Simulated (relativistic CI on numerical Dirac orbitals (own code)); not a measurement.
## Ni³⁺ (3d7) in a crystal field

Calculated by Dirac-Coulomb-Breit CI, KLI orbitals optimised for each configuration, a model potential for QED, valence Slater integrals scaled by 0.65, one configuration in a parametric crystal field (own radial code).

Field parameters in Wybourne normalisation: Oh B⁴₀ = 21Dq, B⁴₄ = √(5/14) B⁴₀. The field is a parameter set, without covalency.

S and J are read from ⟨S²⟩ = S(S + 1) and ⟨J²⟩ = J(J + 1) of each level; they are not fictitious spins.

Oh, 10Dq = 4100 cm⁻¹, the lowest 16 levels:

| E (cm⁻¹) | Degeneracy | Irrep | S | J |
| --- | --- | --- | --- | --- |
| 0.0 | 2 | Γ6 | 1.50 | 4.39 |
| 437 | 4 | Γ8 | 1.50 | 4.11 |
| 1171 | 4 | Γ8 | 1.50 | 3.54 |
| 1472 | 2 | Γ7 | 1.50 | 3.01 |
| 4279 | 2 | Γ6 | 1.50 | 3.61 |
| 4359 | 4 | Γ8 | 1.50 | 3.55 |
| 4538 | 4 | Γ8 | 1.50 | 3.01 |
| 4765 | 2 | Γ7 | 1.50 | 3.06 |
| 8688 | 4 | Γ8 | 1.50 | 3.04 |
| 13238 | 4 | Γ8 | 0.51 | 4.22 |
| 15538 | 4 | Γ8 | 0.51 | 4.55 |
| 16358 | 4 | Γ8 | 0.52 | 3.84 |
| 16464 | 2 | Γ6 | 0.51 | 4.44 |
| 16545 | 2 | Γ7 | 0.57 | 3.49 |
| 17322 | 4 | Γ8 | 1.49 | 2.52 |
| 17328 | 2 | Γ7 | 1.46 | 2.56 |

Principal g values of the ground doublet: 4.70, 4.70, 4.70.

Oh, 10Dq = 40400 cm⁻¹, the lowest 16 levels:

| E (cm⁻¹) | Degeneracy | Irrep | S | J |
| --- | --- | --- | --- | --- |
| 0.0 | 4 | Γ8 | 0.50 | 3.95 |
| 22544 | 2 | Γ6 | 1.50 | 4.09 |
| 22984 | 4 | Γ8 | 1.50 | 3.68 |
| 23755 | 2 | Γ7 | 1.50 | 2.86 |
| 23760 | 4 | Γ8 | 1.50 | 2.90 |
| 37540 | 4 | Γ8 | 0.50 | 4.60 |
| 38039 | 2 | Γ6 | 0.50 | 4.78 |
| 38528 | 4 | Γ8 | 0.50 | 3.85 |
| 38748 | 2 | Γ7 | 0.50 | 3.70 |
| 44195 | 4 | Γ8 | 0.50 | 2.87 |
| 44704 | 2 | Γ6 | 0.50 | 2.65 |
| 58737 | 2 | Γ7 | 0.50 | 3.68 |
| 59402 | 4 | Γ8 | 0.50 | 3.49 |
| 61367 | 4 | Γ8 | 1.50 | 3.66 |
| 61388 | 2 | Γ6 | 1.50 | 3.68 |
| 61705 | 4 | Γ8 | 1.50 | 3.41 |

Oh, 10Dq = 37100 cm⁻¹, the lowest 16 levels:

```
E (cm⁻¹)  Degeneracy  Irrep     S     J
     0.0           4     Γ8  0.50  3.96
   19258           2     Γ6  1.50  4.10
   19703           4     Γ8  1.50  3.69
   20481           2     Γ7  1.50  2.86
   20490           4     Γ8  1.50  2.91
   34291           4     Γ8  0.50  4.60
   34797           2     Γ6  0.50  4.77
   35265           4     Γ8  0.50  3.85
   35490           2     Γ7  0.50  3.70
   40878           4     Γ8  0.50  2.88
   41393           2     Γ6  0.50  2.64
   54836           4     Γ8  1.50  3.65
   54857           2     Γ6  1.50  3.68
   55121           2     Γ7  0.60  3.74
   55166           4     Γ8  1.48  3.42
   55373           2     Γ7  1.45  3.19
```

The free-ion ground term has S = 3/2. The field overcomes the spin-pairing energy for Oh, 10Dq = 40400 cm⁻¹; Oh, 10Dq = 37100 cm⁻¹, where the ground state has lower spin; these fields are assumed values.

Levels of this model without a field, named by their leading LS term (the scale mimics covalency, so terms lie below those of the real free ion): ⁴F9/2 0, ⁴F7/2 1165, ⁴F5/2 1986, ⁴F3/2 2537, ²G9/2 14575, ⁴P5/2 14685, ⁴P3/2 14902, ⁴P1/2 15500 cm⁻¹.
